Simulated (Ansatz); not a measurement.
`CN[SiH](C)S` + H–F → `C[SiH](F)S` + CH₃NH₂ at 400 K and 1 bar (ligand exchange at the Si–N bond).

Gas-phase electronic energies from Ansatz, PBE0-D4/def2-TZVP geometries. CBS: MP2 limit from def2 TZ/QZ plus the TZ coupled-cluster correction, frozen cores. This one scheme is used for every species. One conformer a species, not always the lowest.

```
      species  CCSD(T)/CBS energy (Eh)  H − E (kJ/mol)  S (J/(mol·K))
`CN[SiH](C)S`               -823.14471           329.6          422.7
          H–F               -100.39570            36.5          182.2
 `C[SiH](F)S`               -827.81979           183.2          360.7
       CH₃NH₂                -95.75281           185.4          256.0
```

H − E and S are ideal-gas, rigid-rotor, harmonic terms from PBE0-D4/def2-TZVP, for one conformer and one mirror image of each species. 1 Eh = 2625.50 kJ/mol, R = 8.31446 J/(mol·K).

Question: By hand: ΔE, ΔH, ΔS and ΔG.

Answer: ΔE = (-827.81979) + (-95.75281) − (-823.14471) − (-100.39570) = -0.03219 Eh = -84.5 kJ/mol. Δ(H − E) = 183.2 + 185.4 − 329.6 − 36.5 = 2.5, so ΔH = -82.0 kJ/mol. ΔS = 360.7 + 256.0 − 422.7 − 182.2 = 11.8 J/(mol·K). ΔG = -82.0 − 400 × (11.8)/1000 = -86.7 kJ/mol.

Question: By hand: the equilibrium constant, and the temperature at which ΔG would vanish if ΔH and ΔS stayed fixed.

Answer: log₁₀ K = −ΔG/(RT ln 10) = 11.3. ΔH and −TΔS have one sign here, so there is no such temperature.

The number of gas molecules stays the same, so ΔS is small and ΔH decides. A doubt of 5 kJ/mol in ΔE shifts log₁₀ K by 0.7 here. Other conformers and mirror images would add mixing entropy, several J/(mol·K) or more a flexible species. These are equilibria of isolated gas molecules and say nothing of rates. Largest T1 diagnostic: 0.011 (customary marks: 0.02 for closed shells, 0.045 for open ones).

ΔS is within the doubt of such terms, so its sign, and with it that verdict, could turn.
